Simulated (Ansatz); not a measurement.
System: C3H9FSi, net charge 0, singlet state. SMILES: C[Si](F)(C)C
Geometry: optimised at B3LYP-D3(BJ)/def2-TZVP (Ansatz, a first-principles code).

CCSD(T) with Ansatz in growing basis sets, 32 correlated electrons. Cores are frozen in the correlated levels unless marked. Open shells are spin-unrestricted. Spin-orbit coupling is left out. Non-relativistic. Costs are ratios of core time to the smallest set, on shared machines of one kind, and rough; they hold the program's checks for lower states.

```
basis        functions  cost over smallest  E(corr) (Eh)  electronic atomisation energy (kcal/mol)
-----------  ---------  ------------------  ------------  ----------------------------------------
cc-pV(D+d)Z        124                  1×       -0.8031                                    1203.3
cc-pV(T+d)Z        285                 10×             ?                                         ?
```

### Question
What does the step to cc-pV(T+d)Z buy, and how does its cost grow by formal scaling?

### Answer
Formally CCSD grows as o²v⁴ and (T) as o³v⁴; with o = 16 and v going from 99 to 260 both grow 48-fold in the last step, while integrals and the mean field grow more slowly. That step adds 192.4 mEh of correlation energy and 68.7 kcal/mol to the atomisation energy. Row: E(corr) (Eh) -0.9955, electronic atomisation energy (kcal/mol) 1272.0.
